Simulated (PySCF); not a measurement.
Species: C$_{4}$H$_{10}$OSi, charge 0, multiplicity 1. 
Geometry from a B3LYP-D3(BJ)/def2-TZVP (Ansatz) optimisation:
SMILES: C[SiH2]CC(C)=O
```xyz
16

C      2.3071    -0.4258     0.2189
Si     1.1119     0.3991    -0.9550
C     -0.4197     1.0303    -0.0218
C     -1.1798    -0.1115     0.5932
C     -2.3312    -0.6715    -0.2115
O     -0.8648    -0.5806     1.6661
H      3.1546    -0.8535    -0.3200
H      2.6923     0.2922     0.9453
H      1.8084    -1.2228     0.7724
H      1.7372     1.5614    -1.6330
H      0.6599    -0.5540    -2.0007
H     -1.0374     1.5997    -0.7191
H     -0.0628     1.6912     0.7703
H     -3.1368     0.0665    -0.2548
H     -2.7007    -1.5845     0.2492
H     -2.0220    -0.8672    -1.2408
```
Charge 0, spin multiplicity 1.

Dispersion corrections to the total energy (kcal/mol) from the dftd3 and dftd4 libraries through PySCF: D3(BJ) without and D4 with the three-body term, each with the damping fitted for the functional named.

| functional | D3(BJ) | D4 |
|---|---|---|
| PW6B95 | … | -6.80 |
| HF | -61.05 | -27.99 |
| HSE06 | -5.76 | -6.41 |
| B2PLYP | … | -5.70 |
| r2SCAN | -2.52 | -2.14 |
| revPBE | … | -25.05 |
| BLYP | -17.88 | -17.65 |

Task: Complete the blanks.

Result: 
- PW6B95, D3(BJ): -4.40
- B2PLYP, D3(BJ): -6.85
- revPBE, D3(BJ): -21.05
